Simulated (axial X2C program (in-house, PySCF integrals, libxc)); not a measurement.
**Potential curves of RuSe⁻, with spin–orbit coupling**

Calculated with an in-house relativistic program for diatomic molecules. Two-component (2c) means X2C with spin–orbit coupling and atomic mean-field two-electron Coulomb and Gaunt terms. Basis: Ru dyall-acv3z [13s13p9d5f3g], Se dyall-acv3z [9s10p7d5f1g] (cores contracted in-house); Gaussian nuclei, density fitting, unrestricted open shells. Masses: Ru 101.904 u, Se 79.917 u.

State: Ω = 7/2 (⟨Sz⟩ = 1.49, ⟨Lz⟩ = 2.01 at PBE0). Energies in cm⁻¹ from the lowest point of each curve. Fits are polynomials in 1 − R0/R over 0.85 to 1.23 times the lowest point R0.

| R (Å) | PBE0 |
| --- | --- |
| 1.9566 | 8560 |
| 2.0466 | 3399 |
| 2.1141 | 1279 |
| 2.1815 | 242 |
| 2.2490 | 0 |
| 2.3277 | 435 |
| 2.4064 | 1396 |
| 2.5076 | 3103 |
| 2.6313 | 5532 |
| 2.8113 | 9111 |

The state is one determinant whose occupation by symmetry is held fixed; it was picked as the lowest of a PBE0 search that is not exhaustive. Density functionals use the spin component along the axis (collinear). PBE0 can misorder states that lie within some tenths of an eV, so this need not be the ground state of the molecule. The nearest other 2c determinant of the search, Ω = 1/2, lies 0.21 eV up at the distance of the search. The functionals have no current-density term, which raises determinants with orbital currents, atoms included. With several unpaired electrons one determinant need not be a pure state. The highest occupied level of some functionals is positive through self-interaction error; at Hartree–Fock it is bound.

What are Re and ωe at the PBE0 level?

At PBE0, 2c: Re = 2.240 Å, ωe ≈ 315 cm⁻¹; Be follows as 0.075 cm⁻¹.
